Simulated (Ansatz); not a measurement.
BeCl2 (SMILES [Cl][Be][Cl]) moved off its minimum; all values from Ansatz (an electronic-structure program), cores frozen in correlated methods.
(charge 0, multiplicity 1)
```xyz
3

Be     0.09245     0.04261    -0.05259
Cl     0.04307    -0.01566    -1.86799
Cl    -0.04656     0.07698     1.94851
```

Forces at wB97M-V/def2-TZVPP (eV/Å):

```json
[
 {"atom": "Be1", "Fx": "-0.314", "Fy": "0.013", "Fz": "2.189"},
 {"atom": "Cl2", "Fx": "0.076", "Fy": "0.022", "Fz": "0.357"},
 {"atom": "Cl3", "Fx": "0.237", "Fy": "-0.034", "Fz": "-2.546"}
]
```

Give the forces (eV/Å), the total energy and the dipole at CCSD(T)/aug-cc-pV(T+d)Z.


| atom | Fx | Fy | Fz |
|---|---|---|---|
| Be1 | -0.318 | 0.013 | 2.229 |
| Cl2 | 0.077 | 0.022 | 0.354 |
| Cl3 | 0.241 | -0.035 | -2.583 |
Energy -934.3084 hartree, dipole 0.90 D.
